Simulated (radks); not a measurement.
Removal energies from the dysprosium ion Dy11+, [Kr] 4d10 4f6 5s2 5p1, by Delta-SCF beside the eigenvalue of the level emptied. Method: scalar-relativistic Kohn-Sham, BLYP, spin-polarised, spherical densities, finite nucleus; Fermi nuclear charge, rms radius of each element as measured or else 0.836 A^(1/3) + 0.57 fm; computed with a radial shooting solver on a logarithmic mesh with Libxc functionals. Open shells are filled with parallel spins first.

| removed from | final configuration | Delta-SCF (eV) | -eigenvalue (eV) |
|---|---|---|---|
| 5p | [Kr] 4d10 4f6 5s2 | 201.22 | 192.36 |
| 4f | [Kr] 4d10 4f5 5s2 5p1 | 219.96 | 204.84 |
| 5s | [Kr] 4d10 4f6 5s1 5p1 | 229.19 | 219.76 |
| 4d | [Kr] 4d9 4f6 5s2 5p1 | 369.65 | 354.11 |
